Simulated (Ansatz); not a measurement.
Calculated with Ansatz (gas phase, PBE0-D4/def2-TZVP geometries, no zero-point term in ΔE). CCSD(T)/CBS is the MP2 limit (def2-TZVPP, def2-QZVPP) plus CCSD(T) − MP2 in def2-TZVPP, frozen cores. For Ge outer-core shells are correlated without core-valence functions, which leaves a few kJ/mol of doubt a bond. Scalar relativity is left out up to krypton. One conformer a species, not always the lowest.

`F[Si]1([GeH3])CO1` + `C=C(N)O` → `C=C(N)[O][GeH3]` + `F[SiH]1CO1`  (cleavage of the Ge–Si bond)

| species | CCSD/CBS(def2) energy (Eh) |
| --- | --- |
| `F[Si]1([GeH3])CO1` | -2581.22414 |
| `C=C(N)O` | -208.93459 |
| `C=C(N)[O][GeH3]` | -2286.24480 |
| `F[SiH]1CO1` | -503.91591 |

Q: Work out ΔE.

A: ΔE = (-2286.24480) + (-503.91591) − (-2581.22414) − (-208.93459) = -0.00198 Eh = -1.2 kcal/mol. CCSD(T)/CBS gives -1.1 kcal/mol.

Largest T1 diagnostic among the species: 0.013.

In def2-TZVPP, CCSD(T) changes the Hartree–Fock value by +2.7 kcal/mol (the triples alone add +0.1 kcal/mol) and MP2 by +1.8 kcal/mol. From PBE to PBE0 (25 % exact exchange), in def2-TZVPP and without D4, ΔE moves by −0.8 kcal/mol.
